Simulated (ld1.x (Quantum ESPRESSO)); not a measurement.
# Configuration tests for platinum (TM)

Pt (Z = 78), norm-conserving Troullier–Martins (Kleinman–Bylander form), made with ld1.x (Quantum ESPRESSO) 7.5 (PBE, fully relativistic). Core [Kr] 4d10 4f14, reference 5s2 5p6 5d9.5 6s0.5 6p0. Waves: 5s (bound): rc 1.50 bohr; 5d (bound): rc 1.60 bohr; 5p (bound): rc 1.05 bohr. Local part: the p channel. Core correction: none.

Open shells are filled in proportion to 2j + 1 (rel_dist='average').

Occupied shells without a wave of their own: 6s. They enter only through the test configuration that unscreens the potential.

Energies are relative to the spin-unpolarised reference configuration 5s2 5p6 5d9.5 6s0.5 6p0; without spin polarisation the order of configurations can differ from experiment. The p channel is local and has no spin–orbit splitting in the pseudo-atom.

```tsv
valence configuration	charge	ΔE all-electron (eV)	error AE − PS (meV)
5s2 5p6 5d9 6s1 6p0	0	0.132	+323
5s2 5p6 5d9 6s0 6p0	+1	9.343	-401
5s1 5p6 5d9 6s1 6p0	+1	108.452	+352
5s2 5p6 5d10 6s0 6p0	0	0.093	-285
5s2 5p6 5d8 6s1 6p1	0	6.656	+392
```

Question: What are ΔE and the potential's error for 5s2 5p6 5d7 6s0 6p0?

Answer: ΔE = 61.538 eV all-electron; the error (AE − PS) is -727 meV.

Question: What are ΔE and the potential's error for 5s2 5p6 5d8 6s0 6p0?

Answer: ΔE = 29.324 eV all-electron; the error (AE − PS) is -550 meV.

These tests converged, but a pseudo level misses the all-electron one widely, so the file describes the atom poorly there or has found another state: 5s2 5p6 5d9 6s1 6p0: 5p by 10.6 eV; 5s2 5p6 5d9 6s0 6p0: 5p by 10.3 eV; 5s2 5p6 5d8 6s0 6p0: 5p by 10.3 eV; 5s1 5p6 5d9 6s1 6p0: 5p by 10.8 eV; 5s2 5p6 5d10 6s0 6p0: 5p by 10.3 eV; 5s2 5p6 5d7 6s0 6p0: 5p by 10.4 eV; 5s2 5p6 5d8 6s1 6p1: 5p by 10.7 eV. The 6s level has no wave, so the channel is fitted at the deeper level alone: the likely source of the large errors.

A Bessel basis up to 400 Ry misses an occupied level by 3.75 Ry, so cutoffs and ghosts were not judged. The potential misses its own reference levels by up to 10.4 eV, so it is not fit for use.
